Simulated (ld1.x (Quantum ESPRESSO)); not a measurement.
# nitrogen (N): from the effect back to the setting (RRKJ)

Base potential:

| Item | Value |
| --- | --- |
| Element | nitrogen (N) |
| Generator | ld1.x (Quantum ESPRESSO) 7.5 |
| Type | norm-conserving RRKJ (Kleinman–Bylander form) |
| Functional | LDA (PZ) |
| Relativity | non-relativistic |
| Frozen core | [He] |
| Valence charge | 5 |
| Reference configuration | 2s1.75 2p3.25 |
| Partial waves | 2s (bound): rc 0.90 bohr; 2p (bound): rc 1.45 bohr; 3d channel at 0.3 Ry: rc 1.30 bohr |
| Local potential | all-electron potential smoothed inside 1.15 bohr (lloc = -2) |
| Core correction | Bessel-smoothed model core, default radius (core density twice the valence density) |

Cutoffs, loose and tight: the cutoffs (Ry, on a coarse ladder) from which the occupation-weighted sum of valence levels, in a spherical-Bessel basis at the reference potential, stays within 10 and 1 mRy of its value at 400 Ry. They do not see the model core or the augmentation charge, which bear on the density cutoff. Test errors are all-electron minus pseudo excitation energies from the reference, over the configurations 2s2 2p3; 2s2 2p2; 2s2 2p1; 2s2 2p3.3; 2s0 2p5; 2s2 2p0; 2s1 2p3 (two spin-polarised tests are not counted in the largest error); variants that change the core or the reference have their own tests.

Only the scale of all radii but the core radius (base = 1) is moved (1 further runs of the sweep failed or gave no value and are left out):

```tsv
scale of all radii but the core radius (base = 1)	cutoff, loose	cutoff, tight	bound ghosts	largest test error (meV)	median size of the test errors
0.93	70 Ry	100 Ry	none	+418	12.2 meV
1.04	80 Ry	110 Ry	none	+629	19.3 meV
1.22	60 Ry	80 Ry	s	+1008	33.9 meV
1.35	50 Ry	70 Ry	none	+2305	56.5 meV
```

**Question.** One more run gave cutoff, loose: 70 Ry; cutoff, tight: 100 Ry; bound ghosts: none; largest test error (meV): +848; median size of the test errors: 27.4 meV. Which value of the scale of all radii but the core radius (base = 1) was used?

**Answer.** 1.11. The median size of the test errors moves one way along this sweep, from 12.2 meV at 0.93 to 56.5 meV at 1.35, which places the run between 1.04 and 1.22.
